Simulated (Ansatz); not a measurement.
A calculation with Ansatz (development build ahead of 0.2.0).

```yaml
crystal:
  periodic: [false, false, false]
  atoms:
    - { symbol: C, position_ang: [-0.71747, -0.71747, -0.71747] }
    - { symbol: C, position_ang: [-0.71747, -0.71747, 0.71747] }
    - { symbol: C, position_ang: [-0.71747, 0.71747, -0.71747] }
    - { symbol: C, position_ang: [-0.71747, 0.71747, 0.71747] }
    - { symbol: C, position_ang: [0.71747, -0.71747, -0.71747] }
    - { symbol: C, position_ang: [0.71747, -0.71747, 0.71747] }
    - { symbol: C, position_ang: [0.71747, 0.71747, -0.71747] }
    - { symbol: C, position_ang: [0.71747, 0.71747, 0.71747] }
    - { symbol: H, position_ang: [-1.30075, -1.30075, -1.30075] }
    - { symbol: H, position_ang: [-1.30075, -1.30075, 1.30075] }
    - { symbol: H, position_ang: [-1.30075, 1.30075, -1.30075] }
    - { symbol: H, position_ang: [-1.30075, 1.30075, 1.30075] }
    - { symbol: H, position_ang: [1.30075, -1.30075, -1.30075] }
    - { symbol: H, position_ang: [1.30075, -1.30075, 1.30075] }
    - { symbol: H, position_ang: [1.30075, 1.30075, -1.30075] }
    - { symbol: H, position_ang: [1.30075, 1.30075, 1.30075] }
basis:
  gaussian: { orbitals: def2-SVP }
hamiltonian:
  xc: hf
```

The input is written out in the form of the current development build from the run's settings.

The run gave:

```yaml
Converged: yes
Total_energy: -307.00843 hartree
Spin_squared_of_the_determinant: 0.000
```

Caution: no unrestricted run beside it, a lower state can exist.
